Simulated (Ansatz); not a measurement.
Molecule: sum formula TiH₄S (charge 0, singlet). 
Structure (B3LYP-D3(BJ)/def2-TZVP (Ansatz, an electronic-structure program) minimum search):
```xyz
6

Ti    -0.8428    -0.2356     0.0378
H     -1.0241    -1.2276     1.4074
H     -1.8036     1.1553     0.1580
H     -1.2506    -1.0695    -1.3801
S      1.3205     0.4154    -0.1260
H      1.4925    -0.3204     1.0000
```

Quantity: vertical ionisation energy (to the doublet state of charge +1; each state is the SCF solution reached for its spin; the UHF <S^2> is 1.01 for the doublet (pure: 0.75); for the doublet T1 is 0.056; for the singlet T1 is 0.031), in eV. Valence correlation only, unless marked. Open shells are spin-unrestricted. No spin-orbit coupling. Frozen are the shells of the preceding noble gas and the d and f shells that filled before the atom's block. Non-relativistic. 

```json
[
 {"level": "HF/def2-QZVPPD", "program": "Ansatz", "vertical ionisation energy (eV)": "9.20"},
 {"level": "PBE/def2-TZVPD", "program": "Ansatz", "vertical ionisation energy (eV)": "10.16"},
 {"level": "PBE0/def2-TZVPD", "program": "Ansatz", "vertical ionisation energy (eV)": "10.36"},
 {"level": "BHLYP/def2-TZVPD", "program": "Ansatz", "vertical ionisation energy (eV)": "10.23"},
 {"level": "CAM-B3LYP/def2-TZVPD", "program": "Ansatz", "vertical ionisation energy (eV)": "10.43"},
 {"level": "wB97M-V/def2-TZVPD", "program": "Ansatz", "vertical ionisation energy (eV)": "10.43"},
 {"level": "wB97X-V/def2-TZVPD", "program": "Ansatz", "vertical ionisation energy (eV)": "10.43"},
 {"level": "MP2/def2-SVPD", "program": "Ansatz", "vertical ionisation energy (eV)": "11.02"},
 {"level": "MP2/def2-TZVPPD", "program": "Ansatz", "vertical ionisation energy (eV)": "10.86"},
 {"level": "RI-MP2/def2-TZVPPD", "program": "Ansatz", "vertical ionisation energy (eV)": "10.83"},
 {"level": "SCS-MP2/def2-SVPD", "program": "Ansatz", "vertical ionisation energy (eV)": "11.02"},
 {"level": "CCSD/def2-TZVPPD", "program": "Ansatz", "vertical ionisation energy (eV)": "10.23"},
 {"level": "CCSD(T)/def2-SVPD", "program": "Ansatz", "vertical ionisation energy (eV)": "10.32"},
 {"level": "CCSD(T)/def2-TZVPPD", "program": "Ansatz", "vertical ionisation energy (eV)": "10.43"}
]
```
